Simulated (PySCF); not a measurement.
Si(I)2(OH)2 (H2I2O2Si), SMILES O[Si](O)(I)I.

The structure is a stationary point at PBE-D3(BJ)/def2-SVP. The def2 effective core potentials stand for the cores of I; spin–orbit coupling is left out. The values are those of a single conformer.

Two levels are set side by side: PBE/def2-TZVP (PySCF) and r2SCAN/def2-TZVP (PySCF). Same geometry, gas phase. Differences are taken from unrounded values.

| quantity | r2SCAN |
|---|---|
| orbital gap (eV) | 4.98 |
| highest occupied level (eV) | -6.89 |
| lowest empty level (eV) | -1.91 |
| dipole moment (D) | 1.43 |
| mean polarisability (bohr³) | 93.9 |

Q: What does PBE give, and how far is it from r2SCAN? (Estimate from the structure and the level; the computed values follow.)

A: 
| quantity | PBE | PBE minus r2SCAN |
|---|---|---|
| orbital gap (eV) | 4.41 | -0.56 |
| highest occupied level (eV) | -6.58 | 0.31 |
| lowest empty level (eV) | -2.17 | -0.26 |
| dipole moment (D) | 1.35 | -0.09 |
| mean polarisability (bohr³) | 97.4 | 3.4 |

Rough cost on one machine, each run with all the roots and properties that it gave: r2SCAN against PBE about 3 times.
